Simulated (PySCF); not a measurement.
H₃Si, SMILES [SiH3+], charge +1. Coordinates come from a PBE-D3(BJ)/def2-TZVPD optimisation.

Level of theory: PBE-D3(BJ)/def2-TZVPD in PySCF 2.14.0.

Harmonic wavenumbers (cm⁻¹): 807, 904, 904, 2194, 2278, 2278. Rotational constants (GHz): 152.0, 152.0, 75.99; symmetry number 6.

Task: Work out the zero-point energy and the ideal-gas rigid-rotor harmonic-oscillator thermochemistry at 298.15 K and 1 atm.

Result: ZPE = ½ Σ hcν = ½ × 9363 cm⁻¹ = 56.00 kJ/mol. H − E(el) = 66.40 kJ/mol. Entropy in J/(mol K): translation 151.62, rotation 51.49, vibration 2.00, total 205.11. G − E(el) = 5.25 kJ/mol. Cp = 40.14 J/(mol K).
